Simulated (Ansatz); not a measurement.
Calculated with Ansatz (gas phase, PBE0-D4/def2-TZVP geometries, no zero-point term in ΔE). CBS: MP2 limit from def2 TZ/QZ plus the TZ coupled-cluster correction, frozen cores. This one scheme is used for every species. Functionals use def2-TZVPP. HSE06 is defined as in plane-wave codes. Each species was taken in one conformer, which may not be the lowest.

Reaction (substitution at a C–Si bond): `OC([SiH3])[SiH3]` + CH₃OH → `COC(O)[SiH3]` + SiH₄

```csv
level,ΔE (kcal/mol),difference from CCSD(T)/CBS
BLYP-D4,6.4,-1.9
r2SCANh-D4,7.2,-1.1
HSE06-D4,8.1,-0.2
B2PLYP,6.6,-1.7
PBE,7.3,-1.0
BHLYP,5.9,-2.4
CAM-B3LYP,5.3,-3.0
LC-ωPBE,7.7,-0.6
RPA@PBE/def2-TZVPP,5.8,-2.5
CCSD/def2-SVP,1.9,-6.4
HF/def2-TZVPP,4.6,-3.7
SCS-MP2/def2-TZVPP,7.0,-1.3
CCSD/def2-TZVPP,6.9,-1.4
CCSD(T)/def2-TZVPP,6.8,-1.5
HF/def2-QZVPP,4.8,-3.5
HF/CBS(def2),4.8,-3.5
CCSD(T)/CBS,8.3,0
```

Largest T1 diagnostic among the species: 0.012.

Leaving LDA and LC-ωPBE aside and taking each functional with its dispersion term where it has one, the values, not all of them listed here, spread over 2.5 kcal/mol, from CAM-B3LYP-D4 to HSE06-D4. LDA lies −2.0 kcal/mol from PBE without D4. At CCSD(T), def2-SVP lies −6.7 kcal/mol from the extrapolated value and def2-TZVPP −1.5 kcal/mol.

CCSD(T)/CBS has its own doubt, a few kJ/mol and more with outer-core shells, so smaller differences from it don't rank the levels.
